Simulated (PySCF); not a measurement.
ClH2NSe.

```xyz
5

Se     0.4512    -0.4477     0.0000
Cl    -0.2902     1.6641     0.0000
N     -1.0324    -1.4615     0.0000
H     -1.5903    -1.4199     0.8415
H     -1.5903    -1.4199    -0.8415
```
Charge 0, spin multiplicity 1.

Coordinates come from a B3LYP-D3(BJ)/def2-TZVP optimisation. Other conformers were not sampled.

Level of theory: PySCF with KT2/pcSseg-2. Non-relativistic, no solvent.

Computed absolute GIAO shielding of each atom: isotropic value and principal components (ppm):
```csv
atom,σ(iso),σ11,σ22,σ33,span
Se1,209.9,-593.8,340.6,883.0,1476.8
Cl2,719.8,132.8,899.0,1127.8,995.0
N3,169.7,103.5,174.2,231.3,127.9
H4,27.0,19.9,25.3,35.8,15.9
H5,27.0,19.9,25.3,35.8,15.9
```
